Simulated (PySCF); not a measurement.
C4H13BO3Si, SMILES COB(O)O[Si](C)(C)C (GFN2-xTB optimised geometry):

```
22

B     -0.797    -2.427     2.111
O     -0.142    -3.521     1.632
H     -0.196    -4.274     2.220
O     -1.417    -2.551     3.320
C     -2.128    -1.493     3.924
H     -3.162    -1.811     4.075
H     -1.671    -1.275     4.892
H     -2.106    -0.600     3.298
O     -0.825    -1.280     1.412
Si    -0.265    -0.666     0.000
C     -0.935    -1.679    -1.470
C     -0.961     1.108     0.000
C      1.642    -0.666     0.000
H     -0.584    -1.293    -2.422
H     -2.022    -1.671    -1.493
H     -0.619    -2.715    -1.392
H     -2.047     1.114     0.032
H     -0.657     1.636    -0.898
H     -0.606     1.679     0.853
H      2.022    -1.679     0.096
H      2.038    -0.090     0.832
H      2.047    -0.243    -0.914
```

Calculation: CAM-B3LYP/def2-SVP (PySCF).

Problem. What are the frontier orbital energies and the dipole moment?

Solution. HOMO-2 -9.66 eV, HOMO-1 -9.43 eV, HOMO -9.32 eV, LUMO 2.36 eV, LUMO+1 3.10 eV; dipole moment 0.59 D.

On the same geometry PBE/def2-SVP (PySCF) gives HOMO-2 -6.68 eV, HOMO-1 -6.65 eV, HOMO -6.40 eV, LUMO 0.70 eV, LUMO+1 1.26 eV; dipole moment 0.50 D.

Meta-Löwdin charges at CAM-B3LYP/def2-SVP: B1 0.54, O2 -0.51, H3 0.33, O4 -0.41, C5 -0.06, H6 0.10, H7 0.10, H8 0.10, O9 -0.61, Si10 1.12, C11 -0.56, C12 -0.55, C13 -0.56, H14 0.11, H15 0.11, H16 0.12, H17 0.11, H18 0.10, H19 0.11, H20 0.11, H21 0.11, H22 0.11.
